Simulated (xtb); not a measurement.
H6BN, charge +1, quartet, at a GFN2-xTB geometry of the parent state (a state made from the parent by changing its charge; the spin is typed, not shown lowest); xtb 6.7.1 with GFN2-xTB.

Here is a job for xtb.
```
$ xtb mol.xyz --gfn 2 --chrg 1 --uhf 3 --json

# file mol.xyz
8

B     -0.91491923     0.11210003    -0.01661920
N      0.73087909    -0.08955061     0.01327617
H     -1.31399349    -0.64168266    -0.84737361
H     -1.09154966     1.25500958    -0.29974635
H     -1.29004994    -0.16052617     1.07999077
H      0.93390981    -1.05286399     0.25124010
H      1.12008257     0.53455889     0.70957279
H      1.10004319     0.13185843    -0.90352092
```

**Question.** Predict the main parts of the log of this xtb run.

**Answer.** 
```
   ID    Z sym.   atoms
    1    5 B      1
    2    7 N      2
    3    1 H      3-8

           -------------------------------------------------
          |                Calculation Setup                |
           -------------------------------------------------

           -------------------------------------------------
          |                 G F N 2 - x T B                 |
           -------------------------------------------------

          ...................................................
          :                      SETUP                      :
          :.................................................:
          :  # basis functions                  14          :
          :  # atomic orbitals                  14          :
          :  # shells                           10          :
          :  # electrons                        13          :
          :  max. iterations                   250          :
          :  Hamiltonian                  GFN2-xTB          :
          :  restarted?                      false          :
          :  GBSA solvation                  false          :
          :  PC potential                    false          :
          :  electronic temp.          300.0000000     K    :
          :  accuracy                    1.0000000          :
          :  -> integral cutoff          0.2500000E+02      :
          :  -> integral neglect         0.1000000E-07      :
          :  -> SCF convergence          0.1000000E-05 Eh   :
          :  -> wf. convergence          0.1000000E-03 e    :
          :  Broyden damping             0.4000000          :
          :  net charge                          1          :
          :  unpaired electrons                  3          :
          ...................................................

 iter      E             dE          RMSdq      gap      omega  full diag
   1     -6.3677377 -0.636774E+01  0.730E+00    4.12       0.0  T
   2     -6.3858091 -0.180713E-01  0.356E+00    3.44       1.0  T
   3     -6.3715482  0.142609E-01  0.268E+00    4.26       1.0  T
   4     -6.4139753 -0.424271E-01  0.636E-01    3.72       1.0  T
   5     -6.4156456 -0.167035E-02  0.211E-01    3.61       1.0  T
   6     -6.4156918 -0.461644E-04  0.141E-01    3.67       1.0  T
   7     -6.4158298 -0.137995E-03  0.607E-02    3.63       1.0  T
   8     -6.4158687 -0.389569E-04  0.795E-03    3.64       4.4  T
   9     -6.4158695 -0.757322E-06  0.439E-04    3.64      80.5  T
[...]
         :: total energy              -6.327604719498 Eh    ::
[...]

     #   Z          covCN         q      C6AA      α(0)
     1   5 B        3.596     0.010    21.822     7.666
     2   7 N        3.383    -0.343    28.812     7.972
     3   1 H        0.931     0.233     0.945     1.520
     4   1 H        0.931     0.233     0.945     1.520
     5   1 H        0.931     0.233     0.945     1.520
     6   1 H        0.860     0.211     1.051     1.606
     7   1 H        0.860     0.211     1.051     1.606
     8   1 H        0.860     0.211     1.051     1.606

 Mol. C6AA /au·bohr⁶  :        255.986366
 Mol. C8AA /au·bohr⁸  :       5681.566429
 Mol. α(0) /au        :         25.015967

Wiberg/Mayer (AO) data.
largest (>0.10) Wiberg bond orders for each atom

 ---------------------------------------------------------------------------
     #   Z sym  total        # sym  WBO       # sym  WBO       # sym  WBO
 ---------------------------------------------------------------------------
     1   5 B    2.861 --     2 N    0.689     3 H    0.649     4 H    0.649
                             5 H    0.649
     2   7 N    3.295 --     6 H    0.843     8 H    0.843     7 H    0.843
                             1 B    0.689
     3   1 H    0.820 --     1 B    0.649
     4   1 H    0.820 --     1 B    0.649
     5   1 H    0.820 --     1 B    0.649
     6   1 H    0.951 --     2 N    0.843
     7   1 H    0.951 --     2 N    0.843
     8   1 H    0.951 --     2 N    0.843
 ---------------------------------------------------------------------------

Topologies differ in total number of bonds
Writing topology from bond orders to xtbtopo.mol

molecular dipole:
                 x           y           z       tot (Debye)
 q only:       -0.862       0.106      -0.016
   full:       -0.617       0.076      -0.011       1.581
molecular quadrupole (traceless):
                xx          xy          yy          xz          yz          zz
 q only:        2.999      -0.555      -1.466       0.082      -0.010      -1.533
  q+dip:        1.941      -0.360      -0.949       0.053      -0.007      -0.992
   full:        2.062      -0.382      -1.008       0.057      -0.007      -1.054

           -------------------------------------------------
          | TOTAL ENERGY               -6.327604719498 Eh   |
          | GRADIENT NORM               0.306829635853 Eh/α |
          | HOMO-LUMO GAP               3.640177941314 eV   |
           -------------------------------------------------

normal termination of xtb
```
